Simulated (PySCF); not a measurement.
## How methods differ on the ionisation energy of Zn(2+)

Zn(2+) [Ar] 3d10 (1S) → Zn(3+) [Ar] 3d9 (2D), as a difference of total energies. All numbers are calculated (PySCF 2.14, a scalar-relativistic core potential, in aug-cc-pwCVDZ-PP with ECP10MDF (6s6p5d3f, 70 functions)). Correlated levels: valence: 3s2 3p6 frozen; valence and next inner shell: nothing frozen outside the core potential. The calculations carry no spin-orbit coupling.

```
                                method  ionisation energy (eV)
                                   UHF                  37.011
                                   LDA                  40.770
                                   PBE                  40.031
                                  PBE0                  39.598
                                r2SCAN                  39.450
                                  PW91                  40.093
                                 B97-3                  39.540
                                   M06                  39.912
                               wB97M-V                  39.300
                         MP2 (valence)                  40.022
SCS-MP2 (valence and next inner shell)                  39.957
```

**Question.** Estimate what SCS-MP2 (valence) gives.

**Answer.** 39.666 eV, closest to PBE0 among the rows shown.

**Question.** Estimate what MP2 (valence and next inner shell) gives.

**Answer.** 40.386 eV, closest to PW91 among the rows shown.

The reference lies between the lowest fine-structure levels, while these numbers refer to the centres of the terms.

Errors of the correlated levels include the incompleteness of this basis and the frozen core.

For comparison: 39.723 eV (measured; NIST Atomic Spectra Database, ionization energies).
